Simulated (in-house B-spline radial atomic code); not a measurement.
**Dy II (Dy+): [Xe] (4f5/2)2 (4f7/2)8 6s1 (an excited or competing configuration)**

Level of theory: Dirac-Hartree-Fock, average of the jj configuration, Fermi nucleus of rms radius 5.2218 fm; calculated with a B-spline radial code for spherical atoms.

Screening seen three ways: the hydrogenic charge with the same mean radius, Z_r = [3n² - l(l+1)]/(2<r>), the one with the same energy, Z_e = n√(-2ε), and Slater's rules. Values are occupation-weighted means over j. An effective charge above Z reflects the relativistic contraction of the inner shells.

| shell | electrons | ε (eV) | <r> (bohr) | Z_r | Z_e | Slater |
| --- | --- | --- | --- | --- | --- | --- |
| 1s | 2 | -54115 | 0.02111 | 71.04 | 63.07 | 65.70 |
| 2s | 2 | -9138.2 | 0.08914 | 67.31 | 51.83 | 61.85 |
| 2p | 6 | -8135.1 | 0.07914 | 63.18 | 48.90 | 61.85 |
| 3s | 2 | -2091.5 | 0.2333 | 57.86 | 37.20 | 54.75 |
| 3p | 6 | -1774.1 | 0.2322 | 53.84 | 34.26 | 54.75 |
| 3d | 10 | -1349.5 | 0.2119 | 49.55 | 29.88 | 44.85 |
| 4s | 2 | -443.59 | 0.5304 | 45.25 | 22.84 | 38.25 |
| 4p | 6 | -335.9 | 0.5611 | 40.99 | 19.87 | 38.25 |
| 4d | 10 | -182.7 | 0.6122 | 34.30 | 14.66 | 26.85 |
| 5s | 2 | -66.044 | 1.328 | 28.24 | 11.02 | 11.75 |
| 5p | 6 | -37.976 | 1.559 | 23.42 | 8.35 | 11.75 |
| 4f | 10 | -19.343 | 0.8351 | 21.55 | 4.77 | 16.85 |
| 6s | 1 | -10.804 | 3.941 | 13.70 | 5.35 | 3.20 |

The least bound orbital is 6s1/2 at -10.8 eV, and it is also the most diffuse (<r> = 3.941 bohr).

For the 1s electron the small component carries 6.07 % of the norm, the zero-frequency Breit interaction raises the level by 166.8 eV, self-energy by 100.7 eV, and vacuum polarisation lowers it by 16.91 eV.
